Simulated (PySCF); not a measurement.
# Polarisability and C₆ of Ru (ruthenium, neutral)

[Kr] 4d7 5s1, high-spin 5F determinant. Calculation: PySCF 2.14, in ANO-RCC-VTZP (7s6p4d2f1g, 68 functions); scalar relativity by spin-free X2C-1e. Coupled (time-dependent) response in atomic units; α is the mean over directions. The basis has no added diffuse functions, which lowers α and C₆.

| method | mean α (bohr³) | C₆ (like pair) | S(−4) |
| --- | --- | --- | --- |
| UHF | 81.45 | 762.4 | 5120 |
| PBE | 52.04 | 453.0 | 1601 |
| PBE0 | 56.47 | 496.6 | 2008 |

S(−4) is the Cauchy moment in α(ω) = α(0) + S(−4) ω² + …

Reference α: 72 ± 10 bohr³ (recommended; Schwerdtfeger and Nagle, table of static dipole polarizabilities (2023 update)). Published C₆: 809.0 (Gould and Bucko (2016)).

Spin-orbit coupling is absent.

Hartree-Fock lies above the reference because it lacks correlation, which contracts the outer shell.

α(iu) at UHF:

| u (hartree) | α(iu) (bohr³) |
| --- | --- |
| 0 | 81.45 |
| 0.0500 | 70.71 |
| 0.100 | 52.25 |
| 0.200 | 29.07 |
| 0.300 | 19.00 |
| 0.500 | 11.15 |
| 0.750 | 7.508 |
| 1.00 | 5.662 |
| 1.50 | 3.628 |
| 2.00 | 2.504 |
| 3.00 | 1.369 |
| 5.00 | 0.5772 |

A single London oscillator, α(iu) = α/(1 + u²/ω²), gives C₆ = (3/4) ω α². Matching the computed C₆ needs ω = 4 × 762.4 / (3 × 81.45²) = 0.153 hartree.
